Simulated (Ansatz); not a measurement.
Ideal-gas functions of Cl2H2NOV, SMILES `[NH2][V](=[O])([Cl])[Cl]` at 800 K and 1 bar, from an Ansatz frequency run at PBE0-D4/def2-TZVP.

Molar mass 153.87 g/mol, point group Cs (symmetry number 1), electronic degeneracy 1, moments of inertia 183.296, 281.668, 348.434 u Å². Harmonic wavenumbers (cm⁻¹, unscaled): 131, 173, 186, 233, 279, 435, 436, 495, 547, 638, 789, 1159, 1520, 3554, 3677.

Use S(trans) = R[1.5 ln M + 2.5 ln T − 1.1517]; rotational temperatures θ = 24.2544 K / I; S(rot) = R[ln(√π/σ · √(T³/θAθBθC)) + 1.5]; for each mode x = 1.438777 ν̃/T, S = R[x/(eˣ − 1) − ln(1 − e⁻ˣ)] and H = RT x/(eˣ − 1); 1 cm⁻¹ = 0.0119627 kJ/mol; R = 8.31446 J/(mol·K).

**Question.** By hand: the entropy, in J/(mol·K).

**Answer.** Translation 192.2. Rotation: θ = 0.1323, 0.0861, 0.0696 K, giving 130.3. Vibration, mode by mode: 20.35, 18.06, 17.46, 15.61, 14.13, 10.56, 10.55, 9.55, 8.78, 7.61, 6.07, 3.57, 2.14, 0.10, 0.09, in all 144.6. Electronic 0.0. Sum 467.1 J/(mol·K).

**Question.** By hand: H − E and G − E in kJ/mol, counted from the electronic energy.

**Answer.** Zero-point energy ½ × 14252 × 0.0119627 = 85.2; thermal vibration 54.4; translation, rotation and pV give 4 RT = 26.6. H − E = 166.2 kJ/mol, and G − E = 166.2 − 800 × 467.1/1000 = -207.5 kJ/mol.

Vibration gives 31 % of the entropy, 20.4 J/(mol·K) of it from the mode under 150 cm⁻¹: soft modes count most, and the harmonic formula is weakest for them. The sum counts one conformer and one mirror image; others add a mixing term.
